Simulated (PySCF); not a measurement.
Species: C5H14P2S.
SMILES: `CC[P@@](P)(=S)C(C)C`

Torsions of this conformer, `[CH3:1][CH2:2][P@@:3]([PH2:4])(=[S:5])[CH:6]([CH3:7])[CH3:8]`: C1–C2–P3–P4 57°, C2–P3–C6–C7 -62°, H–P4–P3–C2 161°, H–P4–P3–C2 69°.

The closed-shell ground state was solved at several levels (PySCF, density fitting, gas phase, non-relativistic). One conformer (not necessarily the lowest) at the PBE0-D3(BJ)/def2-SVP geometry, without solvent, vibrations or thermal averaging.

```
            level  basis functions  HOMO (eV)  LUMO (eV)  gap (eV)  dipole (D)
wB97X-D/def2-SVPD              287      -7.96       1.21      9.17        4.20
    PBE0/pcSseg-1              227      -6.23      -0.42      5.81        3.85
```

Problem. What might CAM-B3LYP/pcSseg-1 (227 basis functions) give for the same quantities?

Solution. HOMO -7.38 eV, LUMO 0.68 eV, gap 8.06 eV, dipole 3.99 D.

Problem. Over all these levels, which gives the widest orbital gap and which the narrowest?

Solution. wB97X-D/def2-SVPD (range-separated hybrid) has the widest, 9.17 eV, and PBE0/pcSseg-1 (global hybrid, 25 % exact exchange) the narrowest, 5.81 eV. Functional and basis both differ between the two, so the spread mixes both effects.

Problem. How far do the dipole and the HOMO energy spread over the levels?

Solution. The dipole runs from 3.85 to 4.20 D (mean 4.01 D) and the HOMO from -7.96 to -6.23 eV.
